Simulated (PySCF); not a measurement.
**Correlation energy of Ga⁺ (gallium, charge +1)**

[Ar] 3d10 4s2, closed-shell 1S. Calculation: PySCF 2.14, in cc-pVTZ-PP with ECP10MDF; scalar relativity through the core potential. Frozen: 3s2 3p6 3d10; 2 electrons correlated.

Total MP2 correlation energy: -26.58 mhartree.

Same-spin part 0.00 and opposite-spin part -26.58 mhartree; SCS-MP2 scales them by 1/3 and 6/5 to -31.90 mhartree.

With two correlated electrons CCSD is exact within the correlated space (frozen core and kept virtual orbitals).

```csv
level,correlation energy (mhartree)
CCSD,-37.33
```

Diagnostics: T1 = 0.0072, D1 = 0.0102, largest double amplitude 0.095.

Cost of the coupled-cluster step: 0.13 s of wall time on 1 thread of Neoverse-N1 (shared host), for 2 correlated electrons.
